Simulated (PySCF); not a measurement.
Species: CH₅BO₃.
Numbering: `[OH:1][CH2:2][B:3]([OH:4])[OH:5]` (hydrogens: H6 on O1; H7, H8 on C2; H9 on O4; H10 on O5)

Geometry (PBE0-D3(BJ)/def2-SVP, Å), atoms numbered from 1 in this order:
```
atom  x, y, z in Å
O1    -0.716   -1.523   -0.340
C2    -0.513   -0.138   -0.601
B3     0.607    0.468    0.363
O4     0.888    1.793    0.478
O5     1.335   -0.411    1.090
H6    -1.291   -1.595    0.429
H7    -0.164   -0.064   -1.647
H8    -1.464    0.428   -0.574
H9     0.323    2.348   -0.064
H10    1.034   -1.299    0.846
```

Jobs on this species (10 atoms, 40 electrons) with PySCF (density fitting). Hardware of each: one thread of an Arm Neoverse V1, no GPU, on a shared host. Other jobs ran on the host; a repeat could differ by tens of per cent or more.

```csv
level and settings,work,basis functions,SCF cycles,wall time
CAM-B3LYP/def2-SVPD,"10 singlets by full TDDFT, 4 Tamm–Dancoff triplets, polarisability, ΔSCF ions",149,?,?
PBE0/pcSseg-1,"shieldings, charges and field gradients",110,13,6.5 s
"PBE0-D3(BJ)/def2-SVP, grid level 1",geometry optimisation from a GFN2-xTB start,95,42,16 s
B3LYP/pcJ-1,"spin–spin couplings from 7 perturbed nuclei, spin–dipole term for 1 of them",185,13,13 s
PBE0/pcSseg-2,shieldings,250,13,21 s
"delta-SCF UKS SCAN, pcX-2 on the ionised atom, pcseg-1 elsewhere, spin-free X2C","ΔSCF core ionisation, 4 holes",126,68,20 s
```

Question: Fill in the missing figures.

Answer: 
- CAM-B3LYP/def2-SVPD; 10 singlets by full TDDFT, 4 Tamm–Dancoff triplets, polarisability, ΔSCF ions: 29 s, 12 SCF cycles

Question: What do all jobs in the table cost together?

Answer: About 1.8 min; the longest takes about 27 % of that, and about 4.5 times as long as the shortest.
